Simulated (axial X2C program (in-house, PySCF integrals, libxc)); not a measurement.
## VO⁻ along the bond: BHandHLYP, two-component

All values were computed with an in-house relativistic program for diatomic molecules. Two-component (2c) means X2C with spin–orbit coupling and atomic mean-field two-electron Coulomb and Gaunt terms. Basis: V dyall-acv3z [11s11p7d4f2g], O dyall-av3z [7s6p3d2f] (cores contracted in-house); Gaussian nuclei, density fitting, unrestricted open shells. Masses: V 50.944 u, O 15.995 u.

State: Ω = 1 (⟨Sz⟩ = 1.00, ⟨Lz⟩ = 0.00 at BHandHLYP). Dipoles are positive if O is the positive end and refer to the centre of mass.

Results along the bond:

| R (Å) | μ (D) | HOMO (eV) | LUMO (eV) |
| --- | --- | --- | --- |
| 1.389 | 3.435 | 0.17 | 1.80 |
| 1.453 | 2.773 | 0.09 | 1.82 |
| 1.501 | 2.287 | 0.03 | 1.82 |
| 1.549 | 1.810 | -0.03 | 1.83 |
| 1.597 | 1.340 | -0.09 | 1.84 |
| 1.653 | 0.796 | -0.16 | 1.84 |
| 1.709 | 0.242 | -0.23 | 1.85 |
| 1.781 | -0.472 | -0.32 | 1.86 |
| 1.869 | -1.250 | -0.42 | 1.87 |
| 1.996 | -1.677 | -0.49 | 1.87 |

Occupations by symmetry block were frozen at the best pattern of an incomplete PBE0 search. Density functionals use the spin component along the axis (collinear). With several unpaired electrons one determinant need not be a pure state. Open-shell Ω = 0 determinants with evenly filled partner blocks cannot be reached by this program, so the Ω shown need not be the lowest component. The highest occupied level of some functionals is positive through self-interaction error; at Hartree–Fock it is bound. The determinant is spin-polarised beyond a pure state at some levels (its spin-free form has ⟨S²⟩ too high), which makes Re and μ there less reliable. The LUMO of an anion is an unbound level whose energy the basis sets.
